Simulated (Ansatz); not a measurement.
Cartesian coordinates (Å):
SMILES: C1(CC1)[SiH2][O-]
```xyz
12

O      1.9088    -1.4545     0.3024
Si     1.6905     0.0534    -0.0361
C     -0.1332     0.5600    -0.1246
C     -1.1354    -0.4322    -0.6530
C     -1.1162    -0.1004     0.8054
H      2.2765     1.0659     0.9374
H      2.2447     0.5449    -1.3657
H     -0.3547     1.5992    -0.3580
H     -0.7539    -1.4027    -0.9442
H     -1.9680    -0.0697    -1.2453
H     -0.7232    -0.8516     1.4789
H     -1.9359     0.4877     1.2027
```
Charge -1, spin multiplicity 1.

These are frozen-core CCSD(T)/def2-TZVPD // CAM-B3LYP-D3(BJ)/def2-TZVPD run with Ansatz (an electronic-structure program) values and carry that method's errors.

```
Item                            Value
----------------------  -------------
HF energy               -481.57143 Ha
MP2 correlation energy    -0.87586 Ha
```

Estimate the CCSD correlation energy, the (T) correction, the total energy and the T1 diagnostic.


```
Quantity                         Value
-----------------------  -------------
CCSD correlation energy    -0.91332 Ha
(T) correction             -0.03947 Ha
CCSD(T) total energy     -482.52422 Ha
T1 diagnostic                    0.013
```
